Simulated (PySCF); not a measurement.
Removing an electron from `CP1CCP(N)CC1`

Compound: C5H13NP2.
Geometry (PBE0-D3(BJ)/def2-SVP, Å), atoms numbered from 1 in this order:
```
atom  x, y, z in Å
C1    -2.510   -0.342    0.785
P2    -1.548   -0.416   -0.794
C3    -0.779    1.290   -0.779
C4     0.361    1.479    0.212
P5     1.928    0.649   -0.355
N6     2.585    0.272    1.182
C7     1.186   -0.966   -0.948
C8    -0.075   -1.409   -0.216
H9    -2.851   -1.355    1.046
H10   -3.406    0.282    0.642
H11   -1.926    0.060    1.629
H12   -0.443    1.512   -1.807
H13   -1.604    1.996   -0.584
H14    0.595    2.545    0.362
H15    0.088    1.086    1.208
H16    2.072   -0.354    1.799
H17    3.576    0.057    1.185
H18    0.994   -0.874   -2.032
H19    1.996   -1.709   -0.852
H20   -0.299   -2.471   -0.410
H21    0.053   -1.314    0.877
```

Level: CAM-B3LYP/def2-SVPD (PySCF). Frontier orbitals with their largest atomic shares (Löwdin; up to four atoms above 4 %):

```tsv
orbital	ε (eV)	main atoms
HOMO−3	-9.82	C8 18 %, P2 15 %, C3 11 %, N6 10 %
HOMO−2	-8.72	N6 48 %, P5 12 %, C7 11 %, C4 9 %
HOMO−1	-7.85	P5 44 %, P2 15 %, C7 8 %, N6 8 %
HOMO	-7.66	?
LUMO	1.21	H16 14 %, H21 11 %, C8 10 %, N6 8 %
LUMO+1	1.39	C1 16 %, P5 8 %, H10 8 %, C4 6 %
LUMO+2	1.62	H12 11 %, C3 11 %, H18 11 %, C7 10 %
```

Question: What vertical ionisation energy does ΔSCF give, and how far is −ε(HOMO) from it?

Answer: ΔSCF: 8.35 eV (805 kJ/mol; threshold wavelength 149 nm); ⟨S²⟩ of the doublet left behind is 0.754, against 0.75 for a pure doublet. −ε(HOMO) is 7.66 eV, 0.69 eV below it. In exact Kohn–Sham theory the two would be equal; CAM-B3LYP (range-separated hybrid) falls short of its own ΔSCF value by 8 %.

Question: On which atoms does the HOMO lie?

Answer: P2 (phosphine phosphorus) 45 %, P5 (three-coordinate phosphorus) 13 %, C8 (sp3 carbon bound to phosphorus) 9 %, C3 (sp3 carbon bound to phosphorus) 7 %. The HOMO−1 lies 0.19 eV lower.

Question: With α = 115.5 au, estimate the like-pair dispersion coefficient by London's formula C6 = (3/4)α²I.

Answer: I = 0.3067 Eh, so C6 ≈ 3070 au, a rough estimate.

Question: What kinetic energy would electrons from this vertical process carry with He I light (21.218 eV)?

Answer: 21.22 − 8.35 = 12.87 eV.

Question: Shift the occupied levels rigidly so that −ε(HOMO) equals the ΔSCF value. What binding energies result?

Answer: The shift is +0.69 eV: HOMO 8.35, HOMO−1 8.54, HOMO−2 9.41, HOMO−3 10.51 eV. A rigid shift is only a rough guide to the deeper ionisations.

Isolated species at its PBE0-D3(BJ)/def2-SVP geometry (one conformer only).
